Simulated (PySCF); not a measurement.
## Nuclear quadrupole coupling in `CC(C)[Si@@H](N)C(C)(C)C`

C₇H₁₉NSi.
Structure used (PBE0-D3(BJ)/def2-SVP), in Å, numbered top down from 1:
```
atom  x, y, z in Å
C1     2.4779    1.4511    0.2023
C2     1.8788    0.4571   -0.7922
C3     2.9647   -0.4314   -1.4035
Si4    0.4841   -0.6021   -0.0566
N5     1.0117   -1.1164    1.5233
C6    -1.2037    0.2680    0.1256
C7    -1.0790    1.5534    0.9451
C8    -1.7524    0.5818   -1.2678
C9    -2.1500   -0.7025    0.8408
H10    3.2679    2.0568   -0.2737
H11    1.7273    2.1433    0.6098
H12    2.9336    0.9339    1.0619
H13    1.4085    1.0276   -1.6157
H14    3.7537    0.1745   -1.8806
H15    3.4596   -1.0505   -0.6354
H16    2.5608   -1.1167   -2.1645
H17    0.2426   -1.7370   -1.0222
H18    1.9887   -1.3671    1.6363
H19    0.4360   -1.7681    2.0458
H20   -0.4876    2.3183    0.4175
H21   -0.5979    1.3667    1.9182
H22   -2.0764    1.9885    1.1368
H23   -2.7501    1.0506   -1.1953
H24   -1.8586   -0.3275   -1.8814
H25   -1.1029    1.2823   -1.8183
H26   -1.8166   -0.9121    1.8704
H27   -2.2386   -1.6632    0.3065
H28   -3.1649   -0.2712    0.9117
```

Field gradients from the PBE0/pcSseg-1 density (PySCF, non-relativistic), principal values in atomic units, ordered |Vxx| ≤ |Vyy| ≤ |Vzz|:

```tsv
atom	Vxx	Vyy	Vzz
N5	0.3017	0.6302	-0.9319
```

Find the asymmetry η = (Vxx − Vyy)/Vzz and the couplings χ = eQV/h (234.96 MHz × Q in barn × V in au), with Q(14N) = 0.02044 b.

| atom | environment | nucleus | η | χzz (MHz) | χxx (MHz) | χyy (MHz) |
| --- | --- | --- | --- | --- | --- | --- |
| N5 | silicon-bound nitrogen | 14N | 0.35 | -4.476 | 1.449 | 3.027 |

The tensor is traceless: Vxx + Vyy + Vzz = 0.

What is Vzz at N5 in SI units (1 au = 9.71736 × 10²¹ V/m²)?

-0.9319 au = -9.056 × 10²¹ V/m².

And the gradient at the other heavy atoms, for which no coupling is worked out here?

```csv
atom,environment,Vzz (au),η
C1,methyl carbon,0.062,0.15
C2,sp3 carbon bound to silicon,-0.126,0.23
C3,methyl carbon,0.052,0.51
Si4,SiH silicon,-0.252,0.83
C6,sp3 carbon bound to silicon,-0.132,0.14
C7,methyl carbon,0.054,0.46
C8,methyl carbon,0.044,0.29
C9,methyl carbon,0.045,0.06
```

Were the hydrogens deuterons (Q(2H) = 0.00286 b), χzz would run from 89 kHz (H17) to 276 kHz (H19 and H18).

One conformer (not necessarily the lowest) at the PBE0-D3(BJ)/def2-SVP geometry, without solvent, vibrations or thermal averaging. With so small a basis the couplings can be 20 % off.
